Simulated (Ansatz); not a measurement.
Reaction (hydrogenolysis of a C–Br bond): `Br/C=C/I` + H₂ → `C=CI` + HBr

Calculated with Ansatz (gas phase, PBE0-D4/def2-TZVP geometries, no zero-point term in ΔE). CBS: MP2 limit from def2 TZ/QZ plus the TZ coupled-cluster correction, frozen cores. This one scheme is used for every species. Functionals use def2-TZVPP. HSE06 is defined as in plane-wave codes. def2 core potentials past Kr. For Br, I outer-core shells are correlated without core-valence functions, which leaves a few kJ/mol of doubt a bond. Scalar relativity is left out up to krypton.

```
             level  ΔE (kcal/mol)  difference from CCSD(T)/CBS
         revPBE-D4          -13.9                          3.6
          HSE06-D4          -17.1                          0.4
           ωB97X-V          -18.0                         -0.5
            B2PLYP          -17.9                         -0.4
       HF/def2-SVP          -26.6                         -9.1
     CCSD/def2-SVP          -22.5                         -5.0
    MP2/def2-TZVPP          -15.4                          2.1
SCS-MP2/def2-QZVPP          -16.6                          0.9
      HF/CBS(def2)          -24.0                         -6.5
     MP2/CBS(def2)          -15.2                          2.3
       CCSD(T)/CBS          -17.5                            0
```

Largest T1 diagnostic among the species: 0.010.

The D4 term adds +2.0 kcal/mol with B3LYP and +1.1 kcal/mol with PBE0; it sums over pairs of atoms, weighted by their polarisabilities, and B3LYP, whose exchange is more repulsive, gets the larger term. At CCSD(T), def2-SVP lies −3.7 kcal/mol from the extrapolated value and def2-TZVPP −0.2 kcal/mol.

B3LYP here is the variant with VWN-RPA as its local correlation; programs differ in this.
